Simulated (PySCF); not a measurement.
Compound: cis-Hf(H2O)2F4 (singlet state).
Bonds: Hf1–O2, Hf1–F5, Hf1–O6, Hf1–F9, Hf1–F10, Hf1–F11. Hydrogens: H3, H4 on O2; H7, H8 on O6.

Level of theory: PBE0-D3(BJ)/def2-SVP geometry optimisation, gas phase, def2 core potentials past Kr (PySCF).

(1) How far are the bound atoms from Hf1?

(2) List the angles at Hf1.

(3) Describe the arrangement about Hf1 in numbers.

(4) What are the other bond lengths?

(5) What are the rotational constants (commonest isotopes, rigid rotor)?

Answers

(1) 6 atoms: F5 1.926 Å, F9 1.927 Å, F11 1.948 Å, F10 1.955 Å, O6 2.338 Å, O2 2.339 Å. The nearest atom not counted as bound is H7, at 2.90 Å (others tie with it).

(2) 
```csv
angle,degrees,distance of the outer atoms (Å)
O2–Hf1–F5,173.2,4.26
O6–Hf1–F9,172.6,4.26
F10–Hf1–F11,141.3,3.68
F9–Hf1–F11,102.4,3.02
F5–Hf1–F11,102.2,3.02
F9–Hf1–F10,102.0,3.02
F5–Hf1–F10,101.9,3.01
F5–Hf1–F9,101.3,2.98
O2–Hf1–O6,87.3,3.23
F5–Hf1–O6,86.0,2.92
O2–Hf1–F9,85.4,2.91
O2–Hf1–F11,77.2,2.69
O6–Hf1–F11,76.9,2.68
O2–Hf1–F10,75.4,2.64
O6–Hf1–F10,75.1,2.64
```

(3) The three widest angles are 173.2°, 172.6° and 141.3°, the others run from 75.1° to 102.4°. The Hf–F distances aren't all alike: 1.926 to 1.955 Å.

(4) O2–H3 and 3 like bonds 0.965 Å.

(5) A = 1668, B = 1590, C = 1410 MHz: an asymmetric top.

Point group: near C2v, missed by 0.15 Å at most; the miss may be what the optimiser left on a soft mode (Cs holds within 0.08 Å). Charge 0, singlet. Not checked by PBE0-D3(BJ)/def2-SVP frequencies.
